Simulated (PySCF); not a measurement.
How methods differ on the ionisation energy of Sn

Sn [Kr] 4d10 5s2 5p2 [5p1/2^2, M_J = 0] → Sn⁺ [Kr] 4d10 5s2 5p1 [5p1/2^1, M_J = 1/2], as a difference of total energies. Calculation: PySCF 2.14, in x2c-TZVPPall-2c; the two-component X2C-1e Hamiltonian. Correlated levels: [Ar] 3d10 frozen; the 6 highest virtual spinors dropped. "Screened" scales the spin-orbit matrix elements by Boettger's factors to mimic the two-electron term; Breit and QED terms are absent.

```json
{"method": "GHF (spin-free)", "ionisation energy (eV)": "6.775", "error (eV)": "-0.569"}
{"method": "GMP2 (spin-free)", "ionisation energy (eV)": "7.282", "error (eV)": "-0.062"}
{"method": "GHF (screened spin-orbit)", "ionisation energy (eV)": "6.638", "error (eV)": "-0.706"}
{"method": "GMP2 (screened spin-orbit)", "ionisation energy (eV)": "7.134", "error (eV)": "-0.210"}
```

Reference: 7.344 eV (measured; NIST Atomic Spectra Database, ionization energies).

The spin-free rows relax to the high-spin LS determinant and lack the spin-orbit shift.

Errors of the correlated levels include the incompleteness of this basis and the frozen core.

The labels give the starting determinants; with spin-orbit coupling the two ends relaxed to ⟨J²⟩ = 1.37, ⟨L²⟩ = 2.02, ⟨S²⟩ = 1.96 and ⟨J²⟩ = 0.79, ⟨L²⟩ = 2.06, ⟨S²⟩ = 0.78.

The determinant of Sn mixes levels of different J (the jj label is only the starting occupation), so the difference between spin-free and spin-orbit rows is not the physical spin-orbit shift.
